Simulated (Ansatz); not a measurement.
Molecule: ReO (charge 0, sextet). The spin state was set by rule; other spins were not relaxed. SMILES: [Re]=[O]
Geometry: optimised at B3LYP-D3(BJ)/def2-TZVP (Ansatz, a quantum-chemistry and plane-wave program).

Property: vertical ionisation energy (to the quintet state of charge +1; each state is the SCF solution reached for its spin; the UHF <S^2> is 6.78 for the quintet (pure: 6.00); for the quintet T1 is 0.088), in eV. Cores are frozen in the correlated levels unless marked. UHF or UKS for open shells. No spin-orbit coupling. The frozen core is the preceding noble-gas configuration, with the filled d and f shells of earlier blocks. In def2 rows, elements after Kr have scalar-relativistic effective core potentials. CBS marks a two-point X^-3 extrapolation of the correlation energy; Hartree-Fock from the larger set.

| level | program | vertical ionisation energy (eV) |
|---|---|---|
| SVWN5/def2-TZVPD | Ansatz | 8.50 |
| PBE/def2-TZVPD | Ansatz | 8.30 |
| r2SCAN/def2-TZVPD | Ansatz | 8.42 |
| B3LYP/def2-TZVPD | Ansatz | 8.40 |
| PBE0/def2-TZVPD | Ansatz | 8.41 |
| BHLYP/def2-TZVPD | Ansatz | 8.29 |
| CAM-B3LYP/def2-TZVPD | Ansatz | 8.45 |
| wB97M-V/def2-TZVPD | Ansatz | 8.40 |
| wB97X-V/def2-TZVPD | Ansatz | 8.32 |
| CCSD/def2-SVPD | Ansatz | 8.02 |
| CCSD/def2-TZVPPD | Ansatz | 8.17 |
| CCSD/def2-QZVPPD | Ansatz | 8.23 |
| CCSD/CBS(def2-TZVPPD,def2-QZVPPD) | Ansatz | 8.26 |
| CCSD(T)/def2-SVPD | Ansatz | 8.07 |
| CCSD(T)/def2-TZVPPD | Ansatz | 8.24 |
| CCSD(T)/def2-QZVPPD | Ansatz | 8.31 |
| CCSD(T)/CBS(def2-TZVPPD,def2-QZVPPD) | Ansatz | 8.35 |
